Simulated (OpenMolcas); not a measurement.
V3+ (d2) in a complex was computed by CASSCF with the d shell active (OpenMolcas, ANO-RCC-VDZP on the metal). Its lowest spin-free states, and all those of the highest spin:

| 2S+1 | Degeneracy | E (cm-1) |
| --- | --- | --- |
| 3 | 1 | 0.0 |
| 3 | 2 | 2088 |
| 1 | 2 | 14312 |
| 1 | 1 | 14709 |
| 1 | 2 | 14776 |
| 3 | 2 | 21890 |
| 3 | 1 | 22637 |
| 1 | 1 | 29684 |
| 3 | 2 | 32967 |
| 3 | 1 | 33865 |
| 1 | 2 | 36324 |
| 1 | 1 | 36754 |
| 3 | 1 | 47860 |

Task: Is the site octahedral, tetrahedral or cube-like, axial, or of lower symmetry?

Result: The states with 2S+1 = 3 have orbital degeneracies 1, 2, 2, 1, 2, 1, 1. There are pairs but no triples, so the site is axial: not cubic, but with a proper or improper axis of order three or more. The run had V3+ with 6 ligands (ammonia) in trigonal antiprismatic coordination (S6) at 2.06 Å, a polar angle of 65.0° against the regular 54.74°. Ligand basis ANO-RCC-VDZP.

Without dynamic correlation the repulsion within the d shell is too large (B by tens of per cent), so at a given field states of lower spin stand too high. The least metal-like active orbital is 84 % on the metal (Löwdin) and no ligand orbital is active, so the numbers are rough. Ligand-to-metal charge-transfer states are missing. With no ligand orbital active B as a rule stays too high, so bands that hang on it stand too high and its fall with covalency is understated. With metal d orbitals alone the field can be off either way by tens of per cent. In this distorted geometry hydrogen atoms of neighbouring ligands come closer than 1.9 Å, so it is strained. No measured value stands beside these numbers; the geometry was imposed, not optimised, and the real ion may take another.
